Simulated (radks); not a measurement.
The numbers below are computed, except where a source is named.
Excited configurations of Pd I: one electron is placed in a higher orbital outside [Kr] 4d9. The ground configuration is [Kr] 4d10. Level of theory: scalar-relativistic Kohn-Sham, SCAN, spin-unpolarised, spherical densities, finite nucleus; meta-GGA in the generalised Kohn-Sham scheme; Fermi nuclear charge, rms radius 4.5318 fm (a radial shooting solver on a logarithmic mesh with Libxc functionals). Excitation = E - E(ground); binding = E(ion) - E, where the ion is the core of charge +1; n* = 1/sqrt(2 binding) in atomic units, and the quantum defect is n - n*.

[
 {"outer orbital": "4f", "excitation (eV)": "8.335", "binding (eV)": "0.830", "n*": "4.050", "quantum defect": "-0.050", "<r> (bohr)": "18.51"},
 {"outer orbital": "5s", "excitation (eV)": "1.766", "binding (eV)": "7.398", "n*": "1.356", "quantum defect": "3.644", "<r> (bohr)": "3.198"},
 {"outer orbital": "5p", "excitation (eV)": "5.553", "binding (eV)": "3.612", "n*": "1.941", "quantum defect": "3.059", "<r> (bohr)": "4.932"},
 {"outer orbital": "6p", "excitation (eV)": "7.534", "binding (eV)": "1.631", "n*": "2.888", "quantum defect": "3.112", "<r> (bohr)": "11.93"},
 {"outer orbital": "7f", "excitation (eV)": "8.858", "binding (eV)": "0.306", "n*": "6.668", "quantum defect": "0.332", "<r> (bohr)": "66.31"}
]

The Delta-SCF ionisation energy is 9.164 eV (NIST Atomic Spectra Database: 8.337 eV, measured). Self-interaction in the functional shifts the binding energies and quantum defects, so they are the method's values and not measured ones. Spin polarisation and multiplet splitting are left out, so open shells lie too high by an amount that depends on their filling.

Beside tabulated values, note that spin-unpolarised runs miss the spin-polarisation part of the exchange energy of open shells.
